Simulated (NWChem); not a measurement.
System: C2H2Cl2F2; SMILES ClC(C(F)F)Cl

The following NWChem deck was run.

```
start job
memory heap 200 mb stack 900 mb global 1100 mb
geometry units angstroms noautosym nocenter noautoz
  F      0.194263     2.047985     0.674203
  C      0.758250     0.958967     0.123138
  F      0.766047     1.106117    -1.205897
  C     -0.041876    -0.273366     0.534408
  Cl    -1.694325    -0.184746    -0.078690
  Cl     0.804296    -1.728310    -0.018287
  H      1.798427     0.867640     0.484728
  H     -0.094205    -0.315008     1.629835
end
basis spherical
  * library sto-3g
end
dft
  xc hfexch
  iterations 150
end
property
  shielding
end
task dft property
```

Output (shortened):

```
             Northwest Computational Chemistry Package (NWChem) 7.3.0
             --------------------------------------------------------

                             Geometry "geometry" -> ""
                             -------------------------

 Output coordinates in angstroms (scale by  1.889725989 to convert to a.u.)

  No.       Tag          Charge          X              Y              Z
 ---- ---------------- ---------- -------------- -------------- --------------
    1 F                    9.0000     0.19426300     2.04798500     0.67420300
    2 C                    6.0000     0.75825000     0.95896700     0.12313800
    3 F                    9.0000     0.76604700     1.10611700    -1.20589700
    4 C                    6.0000    -0.04187600    -0.27336600     0.53440800
    5 Cl                  17.0000    -1.69432500    -0.18474600    -0.07869000
    6 Cl                  17.0000     0.80429600    -1.72831000    -0.01828700
    7 H                    1.0000     1.79842700     0.86764000     0.48472800
    8 H                    1.0000    -0.09420500    -0.31500800     1.62983500

 Effective nuclear repulsion energy (a.u.)     383.4225675950

  xc_inp: hfexch multiplicative factor not found.
                              NWChem Property Module
                              ----------------------

  itol2e modified to match energy
  convergence criterion.

                                 NWChem DFT Module
                                 -----------------

 Summary of "ao basis" -> "ao basis" (spherical)
 ------------------------------------------------------------------------------
       Tag                 Description            Shells   Functions and Types
 ---------------- ------------------------------  ------  ---------------------
 F                           sto-3g                  3        5   2s1p
 C                           sto-3g                  3        5   2s1p
 Cl                          sto-3g                  5        9   3s2p
 H                           sto-3g                  1        1   1s

  itol2e modified to match energy
  convergence criterion.

            General Information
            -------------------
          SCF calculation type: DFT
          Wavefunction type:  closed shell.
          No. of atoms     :     8
          No. of electrons :    66
           Alpha electrons :    33
            Beta electrons :    33
          Charge           :     0
          Spin multiplicity:     1
          Use of symmetry is: off; symmetry adaption is: off
          Maximum number of iterations: 150
          AO basis - number of functions:    40
                     number of shells:    24
          Convergence on energy requested:  1.00D-07
          Convergence on density requested:  1.00D-05
          Convergence on gradient requested:  5.00D-04

              XC Information
              --------------
                     Hartree-Fock (Exact) Exchange  1.000

      Superposition of Atomic Density Guess
      -------------------------------------

 Sum of atomic energies:       -1180.39564289

      Non-variational initial energy
      ------------------------------

 Total energy =   -1180.982469
 1-e energy   =   -2404.742854
 2-e energy   =     840.337817
 HOMO         =      -0.182830
 LUMO         =       0.290169

   convergence    iter        energy       DeltaE   RMS-Dens  Diis-err
 ---------------- ----- ----------------- --------- --------- ---------
 d= 0,ls=0.0,diis     1  -1180.9360474581 -1.56D+03  4.09D-02  1.27D+00
 d= 0,ls=0.0,diis     2  -1181.1554720230 -2.19D-01  1.22D-02  2.23D-01
 d= 0,ls=0.0,diis     3  -1181.1903091044 -3.48D-02  3.19D-03  4.57D-03
 d= 0,ls=0.0,diis     4  -1181.1917840740 -1.47D-03  7.49D-04  2.86D-04
 d= 0,ls=0.0,diis     5  -1181.1918620121 -7.79D-05  1.24D-04  7.30D-06
  Resetting Diis
 d= 0,ls=0.0,diis     6  -1181.1918643452 -2.33D-06  1.79D-05  1.46D-07
 d= 0,ls=0.0,diis     7  -1181.1918643937 -4.84D-08  2.99D-06  6.63D-09

         Total DFT energy =    -1181.191864393660
      One electron energy =    -2401.642222063374
           Coulomb energy =      923.751167274921
    Exchange-Corr. energy =      -86.723377200192
 Nuclear repulsion energy =      383.422567594985

 Numeric. integr. density =        0.000000000000

                       DFT Final Molecular Orbital Analysis
                       ------------------------------------

 Vector   31  Occ=2.000000D+00  E=-4.222063D-01
              MO Center= -1.9D-01, -8.5D-01,  2.2D-02, r^2= 3.3D+00
   Bfn.  Coefficient  Atom+Function         Bfn.  Coefficient  Atom+Function
  ----- ------------  ---------------      ----- ------------  ---------------
    38      0.597481  6 Cl pz                29      0.543260  5 Cl pz
    36      0.334513  6 Cl px                28      0.290654  5 Cl py
    37      0.235116  6 Cl py                40     -0.197808  8 H  s
    34     -0.160658  6 Cl pz                25     -0.146396  5 Cl pz
    20     -0.145037  4 C  pz                19     -0.136280  4 C  py

 Vector   32  Occ=2.000000D+00  E=-4.086058D-01
              MO Center= -5.7D-01, -8.5D-01, -3.3D-02, r^2= 3.2D+00
   Bfn.  Coefficient  Atom+Function         Bfn.  Coefficient  Atom+Function
  ----- ------------  ---------------      ----- ------------  ---------------
    36     -0.659153  6 Cl px                28      0.632333  5 Cl py
    29      0.346330  5 Cl pz                27     -0.287511  5 Cl px
    38     -0.211384  6 Cl pz                32      0.178007  6 Cl px
    24     -0.169770  5 Cl py                25     -0.092113  5 Cl pz
    18      0.088938  4 C  px                23      0.079076  5 Cl px

 Vector   33  Occ=2.000000D+00  E=-3.960789D-01
              MO Center= -1.7D-01, -2.8D-01,  5.7D-02, r^2= 3.7D+00
   Bfn.  Coefficient  Atom+Function         Bfn.  Coefficient  Atom+Function
  ----- ------------  ---------------      ----- ------------  ---------------
    28      0.432546  5 Cl py                37      0.383418  6 Cl py
    38     -0.379373  6 Cl pz                29     -0.374477  5 Cl pz
    27      0.234671  5 Cl px                 4     -0.219609  1 F  py
    19     -0.217469  4 C  py                13     -0.203259  3 F  px
    14     -0.204128  3 F  py                36      0.203672  6 Cl px

 Vector   34  Occ=0.000000D+00  E= 2.970232D-01
              MO Center= -1.8D-01, -7.1D-01,  1.4D-01, r^2= 1.9D+00
   Bfn.  Coefficient  Atom+Function         Bfn.  Coefficient  Atom+Function
  ----- ------------  ---------------      ----- ------------  ---------------
    17      0.843231  4 C  s                 27     -0.602169  5 Cl px
    37     -0.574336  6 Cl py                19     -0.510190  4 C  py
    20     -0.456214  4 C  pz                36      0.415960  6 Cl px
    35     -0.333937  6 Cl s                 26     -0.286291  5 Cl s
    18     -0.210237  4 C  px                38     -0.170479  6 Cl pz

 Vector   35  Occ=0.000000D+00  E= 3.383253D-01
              MO Center= -2.0D-01, -3.1D-01,  3.2D-01, r^2= 2.0D+00
   Bfn.  Coefficient  Atom+Function         Bfn.  Coefficient  Atom+Function
  ----- ------------  ---------------      ----- ------------  ---------------
    18      0.846166  4 C  px                27      0.613602  5 Cl px
    19     -0.498336  4 C  py                37     -0.466683  6 Cl py
    26      0.328716  5 Cl s                 29      0.264900  5 Cl pz
    35     -0.265668  6 Cl s                 39     -0.235530  7 H  s
    38     -0.217872  6 Cl pz                36      0.180084  6 Cl px

 Vector   36  Occ=0.000000D+00  E= 5.372553D-01
              MO Center=  3.4D-01,  3.7D-01,  5.8D-01, r^2= 2.2D+00
   Bfn.  Coefficient  Atom+Function         Bfn.  Coefficient  Atom+Function
  ----- ------------  ---------------      ----- ------------  ---------------
    40      0.852272  8 H  s                 10     -0.741254  2 C  pz
    17     -0.549522  4 C  s                 20     -0.510755  4 C  pz
    15     -0.454313  3 F  pz                12     -0.303498  3 F  s
     4     -0.276101  1 F  py                39      0.229971  7 H  s
    19      0.228547  4 C  py                 2      0.173642  1 F  s

     Multipole analysis of the density
     ---------------------------------

     L   x y z        total         alpha         beta         nuclear
     -   - - -        -----         -----         ----         -------
     0   0 0 0     -0.000000    -33.000000    -33.000000     66.000000

[...]

          -----------------------------------------
          Chemical Shielding Tensors (GIAO, in ppm)
          -----------------------------------------

                                NWChem CPHF Module
                                ------------------

  scftype          =     RHF
  nclosed          =       33
  nopen            =        0
  variables        =      231
  # of vectors     =        3
  tolerance        = 0.10D-03
  level shift      = 0.00D+00
  max iterations   =       50
  max subspace     =       30

 SCF residual:    5.1434392974172499E-005

Iterative solution of linear equations
  No. of variables      231
  No. of equations        3
  Maximum subspace       30
        Iterations       50
       Convergence  1.0D-04

   iter   nsub   residual    time
   ----  ------  --------  ---------
     1      3    9.23D-01       5.4
     2      6    9.25D-02       5.8
     3      9    1.94D-02       6.1
     4     12    3.19D-03       6.4
     5     15    8.61D-04       6.8
     6     18    1.03D-04       7.1
     7     21    2.46D-05       7.4

      Atom:    1  F
        Diamagnetic
    445.8658    -13.8718     -7.7480
    -13.8718    473.0879     16.5493
     -7.7480     16.5493    446.8868

        Paramagnetic
      6.4279     28.8051     13.5602
     28.8051    -18.9142    -41.9989
     13.5602    -41.9989     31.5854

        Total Shielding Tensor
    452.2937     14.9333      5.8122
     14.9333    454.1737    -25.4495
      5.8122    -25.4495    478.4722

           isotropic =     461.6465
          anisotropy =      49.6821

          Principal Components and Axis System
                 1           2           3
              494.7679    462.2587    427.9130

      1        -0.0798      0.8351     -0.5442
      2        -0.5504      0.4183      0.7226
      3         0.8311      0.3572      0.4263

      Atom:    2  C
        Diamagnetic
    249.4954      4.1980     -2.0520
      4.1980    256.8063     -0.5914
     -2.0520     -0.5914    248.7824

        Paramagnetic
   -101.6480    -11.8306     -4.8130
    -11.8306    -84.7281      7.5617
     -4.8130      7.5617    -73.0048

        Total Shielding Tensor
    147.8474     -7.6327     -6.8650
     -7.6327    172.0783      6.9703
     -6.8650      6.9703    175.7775

           isotropic =     165.2344
          anisotropy =      28.1124

          Principal Components and Axis System
                 1           2           3
              183.9760    166.8493    144.8778

      1        -0.2704     -0.0711      0.9601
      2         0.6099      0.7590      0.2279
      3         0.7449     -0.6472      0.1619

      Atom:    3  F
        Diamagnetic
    438.4019      1.2701     -2.7596
      1.2701    441.5267     -7.0124
     -2.7596     -7.0124    484.8707

        Paramagnetic
     34.2100    -12.8056     -1.3400
    -12.8056     64.7105     12.2762
     -1.3400     12.2762    -58.4245

        Total Shielding Tensor
    472.6119    -11.5355     -4.0997
    -11.5355    506.2372      5.2639
     -4.0997      5.2639    426.4461

           isotropic =     468.4317
          anisotropy =      62.7717

          Principal Components and Axis System
                 1           2           3
              510.2795    469.1622    425.8535

      1        -0.2994      0.9513      0.0738
      2         0.9512      0.3036     -0.0546
      3         0.0744     -0.0539      0.9958

      Atom:    4  C
        Diamagnetic
    252.4818     -1.0600      0.4153
     -1.0600    252.7522      0.2168
      0.4153      0.2168    240.4836

        Paramagnetic
    -55.4960     -7.7871     11.9333
     -7.7871    -61.9132     14.3045
     11.9333     14.3045    -86.2853

        Total Shielding Tensor
    196.9857     -8.8471     12.3485
     -8.8471    190.8391     14.5213
     12.3485     14.5213    154.1983

           isotropic =     180.6743
          anisotropy =      34.0412

          Principal Components and Axis System
                 1           2           3
              203.3685    193.6283    145.0263

      1         0.8444      0.4616     -0.2717
      2        -0.5329      0.7757     -0.3381
      3         0.0547      0.4303      0.9010

      Atom:    5  Cl
        Diamagnetic
   1135.9261     -0.4370      3.9665
     -0.4370   1122.0622     -0.1582
      3.9665     -0.1582   1121.5648

        Paramagnetic
    -43.3310    -28.6794     36.7007
    -28.6794   -126.7572     23.5758
     36.7007     23.5758   -161.6939

        Total Shielding Tensor
   1092.5951    -29.1164     40.6672
    -29.1164    995.3050     23.4176
     40.6672     23.4176    959.8709

           isotropic =    1015.9237
          anisotropy =     138.7713

          Principal Components and Axis System
                 1           2           3
             1108.4379   1006.4577    932.8754

      1         0.9530      0.0620     -0.2967
      2        -0.1977      0.8690     -0.4536
      3         0.2297      0.4909      0.8404

      Atom:    6  Cl
        Diamagnetic
   1125.5591     -6.3275     -1.7046
     -6.3275   1132.8563      2.8853
     -1.7046      2.8853   1121.5718

        Paramagnetic
    -86.1760    -54.4552      6.6405
    -54.4552    -83.0693     42.1218
      6.6405     42.1218   -180.2160

        Total Shielding Tensor
   1039.3831    -60.7827      4.9358
    -60.7827   1049.7870     45.0071
      4.9358     45.0071    941.3558

           isotropic =    1010.1753
          anisotropy =     151.4218

          Principal Components and Axis System
                 1           2           3
             1111.1232   1000.6995    918.7033

      1        -0.6283      0.7385     -0.2446
      2         0.7563      0.5062     -0.4144
      3         0.1822      0.4453      0.8766

      Atom:    7  H
        Diamagnetic
     40.0836      1.1407      5.2929
      1.1407     26.6754      0.2216
      5.2929      0.2216     24.6407

        Paramagnetic
     -4.8976      0.4684     -2.0806
      0.4684      2.1128      0.0280
     -2.0806      0.0280      1.3293

        Total Shielding Tensor
     35.1861      1.6090      3.2124
      1.6090     28.7882      0.2496
      3.2124      0.2496     25.9699

           isotropic =      29.9814
          anisotropy =       9.8232

          Principal Components and Axis System
                 1           2           3
               36.5302     28.4697     24.9443

      1         0.9353     -0.1738     -0.3082
      2         0.2037      0.9767      0.0674
      3         0.2893     -0.1258      0.9489

      Atom:    8  H
        Diamagnetic
     24.1800     -0.5332     -0.5298
     -0.5332     24.7601     -0.5997
     -0.5298     -0.5997     40.6769

        Paramagnetic
      1.5972     -0.4987      0.9499
     -0.4987      1.0146      1.1062
      0.9499      1.1062     -4.1137

        Total Shielding Tensor
     25.7772     -1.0319      0.4202
     -1.0319     25.7746      0.5064
      0.4202      0.5064     36.5631

           isotropic =      29.3716
          anisotropy =      10.8421

          Principal Components and Axis System
                 1           2           3
               36.5997     26.8074     24.7078

      1         0.0346      0.7089      0.7045
      2         0.0434     -0.7053      0.7076
      3         0.9985      0.0061     -0.0552
```

Level: Hartree-Fock/STO-3G, GIAO. STO-3G and 3-21G are far too small for this property and stand as cheap habits. Coordinates come from a PBE0/def2-SVP optimisation. The printed shielding anisotropy is the first printed principal value minus the mean of the other two.
